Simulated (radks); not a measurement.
Values are calculated unless marked as measured or tabulated.
Initial-state core-level shifts of neutral lead when its valence configuration changes from [Hg] 6p2. Code: a radial shooting solver on a logarithmic mesh with Libxc functionals. Model: scalar-relativistic Kohn-Sham, PBE, spin-unpolarised, spherical densities, point nucleus. Shifts are changes of the shell-averaged eigenvalues in eV (positive: less bound).

valence,3s,3d,4p,5s
[Xe] 4f13 5d10 6s2 6p3,-23.948,-23.768,-20.070,-10.167
[Xe] 4f12 5d10 6s2 6p4,-48.861,-48.504,-40.676,-20.468
[Xe] 4f12 5d10 6s1 6p5,-50.521,-50.161,-42.337,-22.107
[Xe] 4f14 5d10 6s1.5 6p2.5,-0.929,-0.927,-0.931,-0.930
[Xe] 4f14 5d8 6s2 6p4,-12.134,-12.185,-11.932,-11.082
[Xe] 4f14 5d10 6p4,-3.536,-3.530,-3.547,-3.540
[Xe] 4f14 5d10 6s1 6p3,-1.824,-1.821,-1.830,-1.827
[Xe] 4f14 5d9 6s2 6p3,-6.030,-6.052,-5.941,-5.562
[Xe] 4f12.5 5d10 6s1 6p4.5,-37.977,-37.705,-32.002,-16.979
